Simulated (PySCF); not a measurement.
Isomers of C4H6N2O, mass 98.048 u with the commonest isotopes. Level of theory: PBE0/def2-SVPD in PySCF (dipole) on a GFN2-xTB geometry, gas phase. One conformer each, none proved a minimum here; rigid rotors.

Task: Order these by rotational constant A, smallest first.
A. `[CH2:1]=[N:2][CH2:3][O:4][CH2:5][C:6]#[N:7]` with C1–N2–C3–O4 12°, N2–C3–O4–C5 87°, C3–O4–C5–C6 -68°
B. `[H]/[N:1]=[CH:2]/[CH:3]=[CH:4]/[NH:5][CH:6]=[O:7]` with N1–C2–C3–C4 180°, C3–C4–N5–C6 180°, C4–N5–C6–O7 0°
C. `[CH3:1][NH:2][c:3]1[cH:4][n:5][cH:6][o:7]1` with C1–N2–C3–C4 -24°

Result: A (3826 MHz), C (7859 MHz), B (13718 MHz).

Task: Order these by rotational constant B, smallest first.
A. `[H]/[N:1]=[CH:2]/[CH:3]=[CH:4]/[NH:5][CH:6]=[O:7]` with N1–C2–C3–C4 180°, C3–C4–N5–C6 180°, C4–N5–C6–O7 0°
B. `[CH2:1]=[N:2][CH2:3][O:4][CH2:5][C:6]#[N:7]` with C1–N2–C3–O4 12°, N2–C3–O4–C5 87°, C3–O4–C5–C6 -68°
C. `[CH3:1][NH:2][c:3]1[cH:4][n:5][cH:6][o:7]1` with C1–N2–C3–C4 -24°

Result: A (1004 MHz), C (2039 MHz), B (2527 MHz).

Task: Order these by rotational constant C, smallest first.
A. `[CH3:1][NH:2][c:3]1[cH:4][n:5][cH:6][o:7]1` with C1–N2–C3–C4 -24°
B. `[CH2:1]=[N:2][CH2:3][O:4][CH2:5][C:6]#[N:7]` with C1–N2–C3–O4 12°, N2–C3–O4–C5 87°, C3–O4–C5–C6 -68°
C. `[H]/[N:1]=[CH:2]/[CH:3]=[CH:4]/[NH:5][CH:6]=[O:7]` with N1–C2–C3–C4 180°, C3–C4–N5–C6 180°, C4–N5–C6–O7 0°

Result: C (935.7 MHz), A (1647 MHz), B (1708 MHz).

```csv
SMILES,point group,Ia (u·Å²),Ib (u·Å²),Ic (u·Å²),κ,μa (D),μb (D),μc (D)
C=NCOCC#N,C1,132.08,199.98,295.88,-0.23,0.36,2.90,0.47
[H]/N=C/C=C/NC=O,Cs,36.84,503.26,540.10,-0.99,0.34,1.71,0.00
CNc1cnco1,C1,64.31,247.85,306.81,-0.87,2.94,1.43,0.66
```
